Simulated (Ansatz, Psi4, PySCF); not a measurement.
selenium hexafluoride (F6Se), singlet, geometry from GFN2-xTB. Base run: CAMB3LYP/STO-3G run with PySCF.

Geometry (Å):
```xyz
7

F      0.9723    -1.3199    -0.4975
Se     0.0000     0.0000     0.0000
F      1.2297     1.0891    -0.4863
F     -1.2297    -1.0891     0.4863
F     -0.6909     0.0811    -1.5656
F      0.6909    -0.0811     1.5656
F     -0.9723     1.3199     0.4975
```
Charge 0, spin multiplicity 1.
All else is at PySCF's defaults.

The same geometry, method and basis name were run in Ansatz (a first-principles code) and Psi4 and PySCF, at each program's defaults and at the settings that a row names. The base is PySCF at its defaults. Differences at the defaults can come from grids, fitting, cores and function types together.

```
code and settings                                                                             ΔE vs base (mEh)  basis functions       E (Eh)  SCF cycles
--------------------------------------------------------------------------------------------  ----------------  ---------------  -----------  ----------
PySCF, defaults (exact integrals, its default grid, spherical functions)                                 0.000               48  -2964.70139           7
Psi4, defaults (density fitting with its default set, its default grid, spherical functions)            -3.541               48  -2964.70493           6
Ansatz, defaults (factorised integrals, its default grid, spherical functions)                           0.020               48  -2964.70137           -
PySCF, density fitting with def2-universal-jkfit                                                        -3.582               48  -2964.70498           7
PySCF, fine grid                                                                                         0.021               48  -2964.70137           7
Psi4, exact integrals, spherical functions, fine grid                                                    0.020               48  -2964.70137           7
Ansatz, high accuracy                                                                                    0.015               48  -2964.70138           -
```
